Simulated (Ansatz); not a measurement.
Relaxation of C2H8BFOSi (14 atoms, charge 0, multiplicity 1), to a largest force component of 0.02 eV/Å in at most 50 steps.

Level of theory: RKS revPBE-D4/cc-pVDZ in Ansatz.

```xyz
14
Properties=species:S:1:pos:R:3:forces:R:3
B 1.078 -2.284 -0.340 -1.24 1.55 -0.45
Si 0.778 -0.543 0.551 -0.39 -0.32 0.61
C -0.637 0.436 -0.282 1.02 -0.02 1.13
O -0.168 0.758 -1.590 -0.48 -0.63 -1.17
C -0.874 1.721 0.478 -1.57 0.88 -0.45
F -1.334 1.464 1.771 0.08 -0.36 0.36
H 0.375 -2.522 -1.269 -0.28 -0.50 -0.59
H 1.898 -2.974 0.018 1.62 -1.65 0.60
H 0.443 -0.777 2.001 0.06 -0.12 0.25
H 2.031 0.238 0.511 0.51 0.48 -0.05
H -1.541 -0.184 -0.237 -0.62 -0.10 -0.25
H -0.380 -0.062 -2.111 0.31 0.74 0.14
H -0.003 2.371 0.546 0.80 0.20 -0.05
H -1.680 2.328 -0.018 0.20 -0.13 -0.08
```

Question: Where does it end, and by what steps?

Answer: The run converged. After 15 steps the energy has fallen by 0.369 eV; H7 moved furthest, 0.62 Å.

| step | energy less start (eV) | largest force component (eV/Å) | accepted |
| --- | --- | --- | --- |
| 0 | 0.0000 | 1.651 | yes |
| 1 | -0.2810 | 0.641 | yes |
| 2 | -0.2994 | 0.488 | yes |
| 3 | -0.3209 | 0.256 | yes |
| 4 | -0.3425 | 0.118 | yes |
| 5 | -0.3509 | 0.217 | yes |
| 6 | -0.3579 | 0.304 | yes |
| 7 | -0.3621 | 0.253 | yes |
| 8 | -0.3649 | 0.112 | yes |
| 9 | -0.3667 | 0.118 | yes |
| 10 | -0.3678 | 0.066 | yes |
| 11 | -0.3683 | 0.106 | yes |
| 12 | -0.3686 | 0.043 | yes |
| 13 | -0.3687 | 0.024 | yes |
| 14 | -0.3683 | 0.079 | no |
| 15 | -0.3688 | 0.004 | yes |

```xyz
14
Properties=species:S:1:pos:R:3
B 1.172 -2.170 -0.477
Si 0.625 -0.629 0.714
C -0.752 0.414 -0.175
O -0.402 0.568 -1.568
C -0.840 1.833 0.389
F -0.897 1.769 1.794
H 0.811 -2.274 -1.639
H 1.911 -3.044 -0.068
H 0.248 -1.103 2.100
H 1.853 0.255 0.830
H -1.743 -0.088 -0.055
H -0.317 -0.335 -1.933
H 0.063 2.407 0.087
H -1.746 2.368 0.029
```

The run took 21 s on 2 threads of AMD EPYC 9R45 96-Core Processor (Zen 5), on a shared host, peak memory 0.2 GiB.
